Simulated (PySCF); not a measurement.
A side-by-side comparison of computed properties.

First species: C₆H₁₀OSSi.
SMILES with atom numbers: `[CH3:1][CH2:2][Si@@H:3]([SH:4])[c:5]1[cH:6][cH:7][o:8][cH:9]1` (hydrogens: H10, H11, H12 on C1; H13, H14 on C2; H15 on Si3; H16 on S4; H17 on C6; H18 on C7; H19 on C9)

Cartesian coordinates in Å at the GFN2-xTB level; atoms count from 1:
```xyz
19
C6H10OSSi angstrom
C      2.1902   -0.8999   -0.6008
C      2.0005   -0.0645    0.6631
Si     0.5092    1.1108    0.5536
S      0.9185    2.4637   -1.0867
C     -1.0670    0.1858    0.1559
C     -1.9284   -0.4888    1.0696
C     -2.9211   -1.0412    0.3275
O     -2.7441   -0.7661   -0.9769
C     -1.6296   -0.0307   -1.0714
H      3.0498   -1.5600   -0.4998
H      1.3100   -1.5096   -0.7958
H      2.3562   -0.2543   -1.4603
H      2.9069    0.5139    0.8474
H      1.8727   -0.7275    1.5198
H      0.3495    1.9201    1.7645
H     -0.2718    3.0407   -1.0928
H     -1.8080   -0.5412    2.1317
H     -3.7777   -1.6284    0.5937
H     -1.3257    0.2865   -2.0498
```

Second species: C6H10OSSi.
SMILES: `C#C[SiH2]/C(=C\C)[S@](C)=O`

Levels: PBE0/pcSseg-1 for dipole moment, HOMO energy, LUMO energy and HOMO–LUMO gap; GFN2-xTB for rotational constant A and rotational constant C. Geometries: GFN2-xTB. Each species is one conformer at its optimised geometry, gas phase, non-relativistic unless stated; the electronic structure was computed with PySCF and density fitting.

The conformers computed, where there is a choice (atom-mapped SMILES and torsion angles):
- `[CH3:1][CH2:2][Si@@H:3]([SH:4])[c:5]1[cH:6][cH:7][o:8][cH:9]1`: C1–C2–Si3–S4 -62°, C2–Si3–C5–C6 84°, H–S4–Si3–C2 172°
- `[CH:1]#[C:2][SiH2:3]/[C:4](=[CH:5]\[CH3:6])[S@:7]([CH3:8])=[O:9]`: C2–Si3–C4–C5 51°, Si3–C4–S7–C8 86°

Which of the two has the higher LUMO energy, and by how much?

The first: -0.15 eV against -0.88 eV, a difference of 0.73 eV.

Which of the two has the higher HOMO–LUMO gap, and by how much?

The first: 6.74 eV against 5.72 eV, a difference of 1.02 eV.

Which of the two has the higher rotational constant A, and by how much?

The first: 1.741 GHz against 1.623 GHz, a difference of 0.118 GHz.

Which has the higher dipole moment?

The second: 4.37 D against 1.93 D, a difference of 2.44 D.

Which of the two has the higher HOMO energy, and by how much?

The second: -6.60 eV against -6.89 eV, a difference of 0.29 eV.

Which has the higher rotational constant C?

The second: 0.684 GHz against 0.656 GHz, a difference of 0.028 GHz.

On the first: The dipole matches unit charges of opposite sign 0.40 Å apart (1 e·Å = 4.8032 D).

On the second: The dipole matches unit charges of opposite sign 0.91 Å apart (1 e·Å = 4.8032 D).
